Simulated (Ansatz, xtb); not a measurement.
Relative energy of two isomers of CH4OZn

Structure a: `[CH3][Zn][OH]`, a singlet. Structure b: `C[O][ZnH]`, a singlet. Both are isolated molecules in the gas phase, relaxed with r2SCAN-D4/def2-SVP.

Question: Which of the two would you expect CCSD(T)/def2-TZVP electronic energies to favour?

Answer: Structure a; the calculation gives E(b) − E(a) = +22.0 kcal/mol.

How the difference moves with the method:

```csv
level,geometry,E(b) − E(a) (kcal/mol),departure from the last row (kcal/mol),"job, with rough time for the two"
GFN2-xTB,GFN2-xTB,−11.1,−33.1,"optimisation, 0.17 s"
HF/STO-3G,GFN2-xTB,+1.1,−20.9,"single point, 1.2 s"
r2SCAN-D4/def2-SVP//GFN2-xTB,GFN2-xTB,+19.0,−3.0,"single point, 5 s"
r2SCAN-D4/def2-SVP,r2SCAN-D4/def2-SVP,+17.2,−4.8,"optimisation, 61 s"
HF/def2-TZVP,r2SCAN-D4/def2-SVP,+15.9,−6.1,part of the CCSD(T) run
MP2/def2-TZVP,r2SCAN-D4/def2-SVP,+24.7,+2.6,part of the CCSD(T) run
CCSD(T)/def2-TZVP,r2SCAN-D4/def2-SVP,+22.0,,"single point, 2.3 min"
```

As drawn, b has 1 C–O, 1 Zn–H in place of 1 C–Zn, 1 O–H.

GFN2-xTB puts the two in the other order. The largest departure from CCSD(T)/def2-TZVP is that of GFN2-xTB, 33.1 kcal/mol.

With harmonic frequencies from r2SCAN-D4/def2-SVP (ideal gas, rigid rotor, one conformer each, 298.15 K, 1 atm): on the last row, ΔE + ΔZPE = +21.7 kcal/mol. A mode under 50 cm⁻¹ makes harmonic enthalpies and free energies unreliable, so none is given.

The correlated steps freeze 7 core orbitals; the last core shell of Zn is correlated, in a basis made for valence electrons. Programs: Ansatz 0.2.0, xtb 6.7.1; the last row on 1 thread of Arm Neoverse V1 on a shared host.
